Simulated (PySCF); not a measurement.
CH₃BeI, SMILES [Be]([CH3])[I]. Coordinates come from a PBE0-D3(BJ)/def2-TZVP optimisation. The def2 effective core potentials stand for the cores of I; spin–orbit coupling is left out.

### Question
Give the equilibrium geometry at PBE0-D3(BJ)/def2-TZVP (PySCF confirms it by a frequency run) as a Z-matrix, and its point group. (An estimate is asked for; the answer gives what the named calculation found.)

### Answer
point group C3v.
```
C
H 1 1.0948
H 1 1.0948 2 107.20
H 1 1.0948 2 107.20 3 -114.83
Be 1 1.6723 2 111.65 3 122.58
I 5 2.1782 2 153.89 1 180.00
```
